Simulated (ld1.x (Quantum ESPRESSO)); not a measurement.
## antimony (Sb): excitation energies, all-electron against TM

```json
{
 "Element": "antimony",
 "Generator": "ld1.x (Quantum ESPRESSO) 7.5",
 "Type": "norm-conserving Troullier–Martins (Kleinman–Bylander form)",
 "Functional": "PW91",
 "Relativity": "scalar-relativistic",
 "Frozen core": "[Kr] 4d10",
 "Valence charge": "5",
 "Reference configuration": "5s2 5p3",
 "Partial waves": "5s (bound): rc 2.00 bohr; 5p (bound): rc 1.85 bohr",
 "Local potential": "all-electron potential smoothed inside 1.95 bohr (lloc = -2)",
 "Core correction": "none"
}
```

Energies are relative to the spin-unpolarised reference configuration 5s2 5p3; without spin polarisation the order of configurations can differ from experiment.

Problem. Give the all-electron excitation energy and the error of the potential for: 5s2 5p2; 5s2 5p1; 5s2 5p0; 5s1 5p4; 5s1 5p0; 5s0 5p5; 5s1 5p3.

Solution.

```csv
valence configuration,charge,ΔE all-electron (eV),error AE − PS (meV)
5s2 5p2,+1,8.375,-1.4
5s2 5p1,+2,24.422,-4.4
5s2 5p0,+3,48.930,+9.7
5s1 5p4,0,8.139,+14
5s1 5p0,+4,93.336,+196
5s0 5p5,0,16.487,+66
5s1 5p3,+1,17.133,+16
```

ld1.x printed “convergence not achieved” for 6 of the counted tests; their residual had stalled under 1e-8, short of the target of 1e-14.
